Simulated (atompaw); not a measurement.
**What one change does to a pseudopotential (chlorine (Cl), PAW (atompaw))**

| Property | Result |
| --- | --- |
| Element | chlorine (Cl) |
| Generator | atompaw 4.2.0.5 |
| Type | PAW |
| Functional | PBE |
| Relativity | scalar-relativistic |
| Frozen core | [Ne] |
| Valence charge | 7 |
| Reference configuration | 3s1 3p6 |
| Partial waves | 3s (bound): rc 1.50 bohr; 3s channel at -0.9 Ry: rc 1.50 bohr; 3p (bound): rc 1.50 bohr; 3p channel at 0.6 Ry: rc 1.45 bohr; 3d channel at 0.45 Ry: rc 1.50 bohr; 3d channel at 1.45 Ry: rc 1.50 bohr |
| Local potential | ultrasoft scheme with l = 3 at 1 Ry, radius 1.45 bohr |
| Core correction | smooth core density matched at 1.30 bohr |
| Augmentation charge | gaussian compensation charge, radius 1.20 bohr; PAW radius 1.50 bohr; waves and projectors: custom polynom vanderbiltortho |

Change: all radii scaled by about 1.09 (s 1.64, p 1.64, d 1.64 bohr); local potential ultrasoft scheme with l = 3 at 1 Ry, radius 1.58 bohr; augmentation gaussian compensation charge, radius 1.30 bohr; PAW radius 1.64 bohr; waves and projectors: custom polynom vanderbiltortho; core correction smooth core density matched at 1.42 bohr.

Cutoffs: the cutoffs (Ry, on a coarse ladder) from which the occupation-weighted sum of valence levels, in a spherical-Bessel basis at the reference potential, stays within 10 and 1 mRy of its value at 400 Ry; they do not see the model core or the augmentation charge, which bear on the density cutoff.

Problem. What does the change do?

Solution. The potential gets softer (18 Ry and 35 Ry → 18 Ry and 25 Ry); neither file shows a bound ghost. A larger radius leaves more room for a smooth pseudo-wave, so fewer plane waves are needed.

```tsv
quantity	base	changed
cutoff, loose	18 Ry	18 Ry
cutoff, tight	35 Ry	25 Ry
loose cutoff by channel (10 mRy a level)	s 18 Ry, p 15 Ry	s 8 Ry, p 15 Ry
bound ghosts	none	none
lowest overlap eigenvalue by channel	s 0.22, p 0.87, d 0.98	s 0.24, p 0.81, d 0.96
```

 The cutoffs see the waves, projectors and local potential, not the compensation charge or the core.
